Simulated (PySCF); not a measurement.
Cu(OH) (CuHO), SMILES [OH][Cu], multiplicity 1. Heavy atoms are numbered as in [Cu:1][OH:2]. Hydrogens are named by the atom that carries them.

Coordinates come from a r2SCAN-D4/def2-TZVP optimisation. The spin state was assumed, not searched.

The numbers are results of PBE/pcSseg-2 in PySCF, not measurements.

GIAO shieldings, no solvent; atoms alike by connectivity are averaged. δ = σ(ref) − σ: ¹⁷O against H2O (σ = 327.5 ppm); ¹H against TMS (σ = 31.47 ppm), references at their B3LYP-D3(BJ)/def2-TZVP geometries, non-relativistic.

Computed chemical shifts:
```
nucleus    atoms  count  δ (ppm)
-------  -------  -----  -------
¹⁷O      O2 (OH)      1   -106.4
¹H       H on O2      1    -2.77
```
